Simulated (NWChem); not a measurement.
BO cation

All runs: NWChem. All runs use the structure optimised with PBE0/def2-SVP. Static field.

Problem. What does the run give for CAM-B3LYP/aug-cc-pVDZ? Quantities: isotropic polarisability (bohr³); anisotropy (bohr³).

Solution. 
```json
{
  "isotropic polarisability (bohr³)": "14.4",
  "anisotropy (bohr³)": "2.5"
}
```
